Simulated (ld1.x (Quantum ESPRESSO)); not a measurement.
**Ho: variants of one TM potential**

Base potential:

ld1.x (Quantum ESPRESSO) 7.5 input, shortened:

```
&input
   title='Ho', zed=67., rel=1, dft='WC', iswitch=3,
   config='[Xe] 4f10 5d1 6s2 6p0'
 /
 &inputp
   pseudotype=2, tm=.true., lloc=-1, rcloc=1.10,
   nlcc=.false.
 /
4
6S  1  0   2.00   0.00  2.40  2.40  0.0
6P  2  1   0.00   0.00  3.00  3.00  0.0
5D  3  2   1.00   0.00  2.50  2.50  0.0
4F  4  3  10.00   0.00  1.20  1.20  0.0
 &test
   configts(1)='4f10 5d1 6s2 6p0'
 /
```

Cutoffs, loose and tight: the cutoffs (Ry, on a coarse ladder) from which the occupation-weighted sum of valence levels, in a spherical-Bessel basis at the reference potential, stays within 10 and 1 mRy of its value at 400 Ry. They do not see the model core or the augmentation charge, which bear on the density cutoff. Test errors are all-electron minus pseudo excitation energies from the reference, over the configurations 4f11 5d0 6s2 6p0; 4f11 5d0 6s1 6p0; 4f11 5d0 6s0 6p0; 4f10 5d0 6s0 6p0; 4f11 5d1 6s1 6p0; 4f10 5d0 6s2 6p0; 4f11 5d0 6s0 6p2. A dash means not determined; rows that change the core or the reference have their own tests. The largest error is taken over the tests solved by every variant that gives reliable tests at all: 4f10 5d0 6s0 6p0; 4f10 5d0 6s2 6p0; 4f11 5d0 6s0 6p0; 4f11 5d0 6s1 6p0; 4f11 5d0 6s2 6p0.

A true bound ghost makes a file unfit for plane-wave use even where its test errors are small: the radial tests pick states by their node count and pass the ghost by. Where a test does run into it, the solver fails or the error is huge.

```tsv
change	outcome	cutoff, loose	cutoff, tight	bound ghosts	largest test error (meV)
base	generated	300 Ry	over 300 Ry	s, p	-560
wave 6p (bound): rc 3.00 bohr becomes 6p (bound): rc 2.08 bohr	generated	300 Ry	over 300 Ry	p, s	-560
functional LDA (PZ)	generated	300 Ry	over 300 Ry	s, p	-575
wave 5d (bound): rc 2.50 bohr becomes 5d (bound): rc 2.20 bohr	generated	300 Ry	over 300 Ry	s, p	-557
core correction a·sin(br)/r model core inside 1.36 bohr	generated	300 Ry	over 300 Ry	s, p	-625
```

Task: What comes out with this change to the base: core [Xe] 4f10, valence charge 3; reference 5d1 6s0 6p0; waves now 6s (bound): rc 2.75 bohr; 5d (bound): rc 2.75 bohr; 6p (bound): rc 3.55 bohr; local potential the p channel?

Result: outcome: generated; cutoff, loose: 18 Ry; cutoff, tight: 21 Ry; bound ghosts: none; largest test error (meV): +907.

Task: What comes out with this change to the base: wave 4f (bound): rc 1.20 bohr becomes 4f (bound): rc 0.86 bohr?

Result: outcome: generated; cutoff, loose: over 300 Ry; cutoff, tight: over 300 Ry; bound ghosts: s, p; largest test error (meV): -580.
